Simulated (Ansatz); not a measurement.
CH8FNSi2, SMILES `FCN[SiH2][SiH3]`, relaxed with RKS PBE0-D4/def2-TZVP in the Gaussian-basis code of Ansatz from a PBE-D4/def2-SVP geometry. The force threshold is 0.005 eV/Å; the program also tests the step.

Charge 0, multiplicity 1.

Start:

```xyz
13

F     0.658   -1.837   -0.569
C     1.648   -0.909   -0.153
N     1.318    0.433   -0.454
Si   -0.066    1.211    0.345
Si   -2.021   -0.100    0.162
H     2.592   -1.210   -0.656
H     1.753   -1.037    0.948
H     1.424    0.659   -1.449
H    -0.228    2.552   -0.319
H     0.282    1.404    1.799
H    -3.240    0.670    0.612
H    -1.904   -1.336    1.010
H    -2.217   -0.498   -1.276
```

| step | energy (eV) | largest force (eV/Å) | largest move (Å) |
| --- | --- | --- | --- |
| 1 | -21120.3824 | 0.595 | 0.000 |
| 2 | -21120.4290 | 0.278 | 0.048 |
| 3 | -21120.4372 | 0.174 | 0.044 |
| 4 | -21120.4399 | 0.057 | 0.027 |
| 5 | -21120.4419 | 0.055 | 0.043 |
| 6 | -21120.4430 | 0.132 | 0.103 |
| 7 | -21120.4440 | 0.024 | 0.039 |
| 8 | -21120.4441 | 0.018 | 0.016 |
| 9 | -21120.4442 | 0.009 | 0.008 |
| 10 | -21120.4444 | 0.009 | 0.019 |
| 11 | -21120.4445 | 0.016 | 0.026 |
| 12 | -21120.4447 | 0.034 | 0.035 |
| 13 | -21120.4447 | 0.033 | 0.009 |
| 14 | -21120.4448 | 0.031 | 0.022 |
| 15 | -21120.4449 | 0.026 | 0.010 |
| 16 | -21120.4449 | 0.016 | 0.004 |
| 17 | -21120.4449 | 0.008 | 0.003 |
| 18 | -21120.4449 | 0.010 | 0.005 |
| 19 | -21120.4450 | 0.004 | 0.004 |

End:

```xyz
13

F     0.908   -1.945   -0.442
C     1.762   -0.878   -0.114
N     1.250    0.367   -0.510
Si   -0.091    1.123    0.309
Si   -2.120   -0.044    0.138
H     2.713   -1.093   -0.606
H     1.882   -0.913    0.972
H     1.344    0.545   -1.499
H    -0.230    2.478   -0.290
H     0.290    1.244    1.744
H    -3.225    0.761    0.731
H    -2.042   -1.343    0.858
H    -2.442   -0.302   -1.292
```

Hardware: 4 threads of an Arm Neoverse V1 on a shared host. Wall time 89 s, peak host memory 0.61 GiB.
